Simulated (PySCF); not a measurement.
SMILES C(=N\NC)/C(C)C, C5H12N2

Molfile (atoms numbered from 1):
```
C5H12N2
     RDKit          3D

 19 18  0  0  0  0  0  0  0  0999 V2000
    3.4177   -0.0371   -0.4142 C   0  0  0  0  0  0  0  0  0  0  0  0
    2.2503   -0.5096    0.2854 N   0  0  0  0  0  0  0  0  0  0  0  0
    1.0691   -0.1161   -0.2069 N   0  0  0  0  0  0  0  0  0  0  0  0
    0.0266   -0.1106    0.5089 C   0  0  0  0  0  0  0  0  0  0  0  0
   -1.3080    0.1944   -0.0919 C   0  0  0  0  0  0  0  0  0  0  0  0
   -2.0121    1.2982    0.6977 C   0  0  0  0  0  0  0  0  0  0  0  0
   -2.1616   -1.0767   -0.1141 C   0  0  0  0  0  0  0  0  0  0  0  0
    4.2515   -0.7079   -0.2082 H   0  0  0  0  0  0  0  0  0  0  0  0
    3.1930   -0.0558   -1.4785 H   0  0  0  0  0  0  0  0  0  0  0  0
    3.7035    0.9844   -0.1327 H   0  0  0  0  0  0  0  0  0  0  0  0
    2.3370   -0.5639    1.3026 H   0  0  0  0  0  0  0  0  0  0  0  0
    0.0456   -0.3625    1.5778 H   0  0  0  0  0  0  0  0  0  0  0  0
   -1.1413    0.5303   -1.1190 H   0  0  0  0  0  0  0  0  0  0  0  0
   -2.9740    1.5309    0.2464 H   0  0  0  0  0  0  0  0  0  0  0  0
   -1.4088    2.2032    0.7114 H   0  0  0  0  0  0  0  0  0  0  0  0
   -2.1825    0.9805    1.7247 H   0  0  0  0  0  0  0  0  0  0  0  0
   -1.6683   -1.8515   -0.6962 H   0  0  0  0  0  0  0  0  0  0  0  0
   -3.1339   -0.8723   -0.5569 H   0  0  0  0  0  0  0  0  0  0  0  0
   -2.3135   -1.4486    0.8976 H   0  0  0  0  0  0  0  0  0  0  0  0
  1  2  1  0
  2  3  1  0
  3  4  2  0
  4  5  1  0
  5  6  1  0
  5  7  1  0
  1  8  1  0
  1  9  1  0
  1 10  1  0
  2 11  1  0
  4 12  1  0
  5 13  1  0
  6 14  1  0
  6 15  1  0
  6 16  1  0
  7 17  1  0
  7 18  1  0
  7 19  1  0
M  END
```

Level of theory: PySCF 2.14.0, GIAO PBE/pcSseg-1 magnetisability, rotational g tensor and spin-rotation constants, non-relativistic, gas phase. Geometry: GFN2-xTB.

(1) Give the nuclear spin-rotation constants along the inertial axes (H = +C I·J) beside the isotropic shieldings.

(2) How do the rotational constants and the g tensor change when H8, H9, H10, H11, H12, H13, H14, H15, H16, H17, H18, H19 are replaced by deuterium?

Answers

(1) Rotational constants 6.7018, 1.1120, 1.0275 GHz. A star marks the isotopologue with that one atom substituted, in its own axes.
| atom | isotope | Caa (kHz) | Cbb (kHz) | Ccc (kHz) | mean (kHz) | σ (ppm) |
| --- | --- | --- | --- | --- | --- | --- |
| N2 | 14N | 0.561 | 0.100 | 0.089 | 0.250 | 128.1 |
| N3 | 14N | 1.965 | 0.082 | 0.202 | 0.750 | -101.1 |
| H8 | 1H | -0.068 | -0.087 | -0.080 | -0.078 | 28.6 |
| H9 | 1H | -0.647 | -0.113 | 0.039 | -0.240 | 28.2 |
| H10 | 1H | -0.646 | 0.042 | -0.105 | -0.236 | 28.4 |
| H11 | 1H | -0.729 | -0.132 | 0.061 | -0.266 | 27.4 |
| H12 | 1H | -0.528 | -0.136 | 0.097 | -0.189 | 25.3 |
| H13 | 1H | -0.656 | -0.131 | 0.046 | -0.247 | 29.2 |
| H14 | 1H | -0.032 | -0.124 | -0.083 | -0.080 | 30.6 |
| H15 | 1H | -0.501 | -0.010 | -0.115 | -0.209 | 30.5 |
| H16 | 1H | -0.710 | -0.129 | 0.020 | -0.273 | 30.8 |
| H17 | 1H | -0.451 | -0.023 | -0.109 | -0.194 | 30.5 |
| H18 | 1H | -0.021 | -0.124 | -0.084 | -0.076 | 30.5 |
| H19 | 1H | -0.729 | -0.128 | 0.022 | -0.279 | 30.9 |
| C1 | 13C* | 1.065 | 0.220 | 0.192 | 0.492 | 141.4 |
| C4 | 13C* | 2.212 | 0.262 | 0.428 | 0.967 | 47.8 |
| C5 | 13C* | 1.216 | 0.215 | 0.173 | 0.535 | 143.1 |
| C6 | 13C* | 1.041 | 0.156 | 0.176 | 0.458 | 159.1 |

For the geometry as given, no vibrational averaging.

(2) Constants 4.8509, 0.9188, 0.8512 GHz; g -0.0222, 0.0009, -0.0055, against -0.0307, 0.0011, -0.0067 before.
